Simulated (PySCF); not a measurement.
Vertical excitations of a molecule C4H4F2O2 from TDA-ωB97X/def2-SVPD (PySCF), as energy in eV (oscillator strength): 6.93 (0.013), 7.32 (0.382), 7.46 (0.000), 8.09 (0.002), 8.81 (0.013), 9.04 (0.028). Lowest triplet (TDA): 4.20 eV. The structure is a stationary point at PBE0-D3(BJ)/def2-SVP. One conformer was computed; it need not be the lowest.

Which structure fits?
A) O=C1CO[C@@H]1C(F)F
B) CC1=COC(F)(F)O1
C) O=C1COCC1(F)F
D) FC(F)=CC1OCO1

B, CC1=COC(F)(F)O1
